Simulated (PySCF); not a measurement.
H4O3SSi. Atoms are numbered in the order given.

```xyz
9

O     -1.2286     0.3125    -1.2547
Si    -0.2954    -0.2051     0.0250
O     -0.9475    -0.0208     1.5516
O     -0.1199    -1.8488    -0.1880
S      1.4827     0.9989    -0.0459
H     -1.8377    -0.3793    -1.5720
H     -0.9417     0.8975     1.8748
H      0.1768    -2.3282     0.6051
H      1.3841     1.1550    -1.3950
```
Charge 0, spin multiplicity 1.

Geometry optimised at PBE-D3(BJ)/def2-SVP. One conformer was computed; it need not be the lowest.

These are PySCF 2.14.0 with PBE-D3(BJ)/def2-SVP values and carry that method's errors.

Frequencies are harmonic and unscaled.

Problem. Give all harmonic wavenumbers and intensities. (The exact figures need the calculation; the answer reports its results.)

Solution. 
```json
[
 {"mode": "1", "ν (cm⁻¹)": "124", "IR (km/mol)": "27.1", "moving atoms (share of kinetic energy)": "H 70 %, O 24 %"},
 {"mode": "2", "ν (cm⁻¹)": "175", "IR (km/mol)": "22.5", "moving atoms (share of kinetic energy)": "O 58 %, H 21 %, S 17 %"},
 {"mode": "3", "ν (cm⁻¹)": "208", "IR (km/mol)": "39.6", "moving atoms (share of kinetic energy)": "H 70 %, O 21 %, S 8 %"},
 {"mode": "4", "ν (cm⁻¹)": "237", "IR (km/mol)": "19.0", "moving atoms (share of kinetic energy)": "H 44 %, O 39 %, Si 9 %"},
 {"mode": "5", "ν (cm⁻¹)": "254", "IR (km/mol)": "26.8", "moving atoms (share of kinetic energy)": "H 58 %, O 23 %, Si 12 %"},
 {"mode": "6", "ν (cm⁻¹)": "304", "IR (km/mol)": "1.6", "moving atoms (share of kinetic energy)": "O 43 %, H 23 %, S 23 %, Si 12 %"},
 {"mode": "7", "ν (cm⁻¹)": "317", "IR (km/mol)": "34.9", "moving atoms (share of kinetic energy)": "O 56 %, H 26 %, Si 13 %"},
 {"mode": "8", "ν (cm⁻¹)": "328", "IR (km/mol)": "71.7", "moving atoms (share of kinetic energy)": "H 64 %, O 29 %"},
 {"mode": "9", "ν (cm⁻¹)": "360", "IR (km/mol)": "127.3", "moving atoms (share of kinetic energy)": "H 53 %, O 40 %"},
 {"mode": "10", "ν (cm⁻¹)": "506", "IR (km/mol)": "96.2", "moving atoms (share of kinetic energy)": "Si 39 %, S 32 %, O 21 %, H 8 %"},
 {"mode": "11", "ν (cm⁻¹)": "682", "IR (km/mol)": "2.6", "moving atoms (share of kinetic energy)": "H 88 %"},
 {"mode": "12", "ν (cm⁻¹)": "775", "IR (km/mol)": "141.2", "moving atoms (share of kinetic energy)": "O 69 %, H 16 %, Si 14 %"},
 {"mode": "13", "ν (cm⁻¹)": "806", "IR (km/mol)": "184.3", "moving atoms (share of kinetic energy)": "H 73 %, O 25 %"},
 {"mode": "14", "ν (cm⁻¹)": "808", "IR (km/mol)": "148.4", "moving atoms (share of kinetic energy)": "H 70 %, O 27 %"},
 {"mode": "15", "ν (cm⁻¹)": "852", "IR (km/mol)": "160.7", "moving atoms (share of kinetic energy)": "H 58 %, O 25 %, Si 17 %"},
 {"mode": "16", "ν (cm⁻¹)": "939", "IR (km/mol)": "168.6", "moving atoms (share of kinetic energy)": "Si 42 %, O 33 %, H 24 %"},
 {"mode": "17", "ν (cm⁻¹)": "964", "IR (km/mol)": "136.7", "moving atoms (share of kinetic energy)": "Si 47 %, O 33 %, H 20 %"},
 {"mode": "18", "ν (cm⁻¹)": "2629", "IR (km/mol)": "0.5", "moving atoms (share of kinetic energy)": "H 97 %"},
 {"mode": "19", "ν (cm⁻¹)": "3742", "IR (km/mol)": "79.8", "moving atoms (share of kinetic energy)": "H 94 %"},
 {"mode": "20", "ν (cm⁻¹)": "3759", "IR (km/mol)": "66.9", "moving atoms (share of kinetic energy)": "H 94 %"},
 {"mode": "21", "ν (cm⁻¹)": "3767", "IR (km/mol)": "83.8", "moving atoms (share of kinetic energy)": "H 94 %"}
]
```
